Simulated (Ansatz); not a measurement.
C2H5NOSi can be A, `OC1N=C1[SiH3]`, or B, `CO[SiH2]C#N`.

Calculated with Ansatz (gas phase, PBE0-D4/def2-TZVP geometries, no zero-point term in ΔE). CCSD(T)/CBS adds triple-zeta CCSD(T) − MP2 to the extrapolated MP2 energy (def2 sets, frozen cores). DFT in def2-TZVPP. B3LYP here is the variant with VWN-RPA as its local correlation; programs differ in this. Each species was taken in one conformer, which may not be the lowest.

Q: Which isomer does CCSD(T)/CBS put lower? Give the gap. (Estimate.)

A: Ansatz gave: B, by 281.3 kJ/mol.

Q: Give E(B) − E(A) in kJ/mol with CCSD/def2-TZVPP, CCSD(T)/def2-TZVPP, LDA (SPW92), PBE-D4, HF/def2-TZVPP, B3LYP, PBE0-D4. (Estimate.)

A: The calculation gave: CCSD/def2-TZVPP -289.6, CCSD(T)/def2-TZVPP -283.8, LDA (SPW92) -214.7, PBE-D4 -236.9, HF/def2-TZVPP -319.4, B3LYP -278.1, PBE0-D4 -244.8. None reverses the order clearly.

Q: Does the order hold for the free energy at 298.15 K (harmonic terms from PBE0-D4)? (Estimate.)

A: Ansatz gave: Yes: G(B) − G(A) = -276.8 kJ/mol, for one conformer each.

Largest T1 diagnostic: 0.012.

From PBE to PBE0 (25 % exact exchange), in def2-TZVPP and without D4, E(B) − E(A) moves by −7.9 kJ/mol. Leaving LDA and LC-ωPBE aside and taking each functional with its dispersion term where it has one, the values, not all of them listed here, spread over 53.8 kJ/mol, from BHLYP-D4 to PBE-D4. LDA lies +22.3 kJ/mol from PBE without D4.
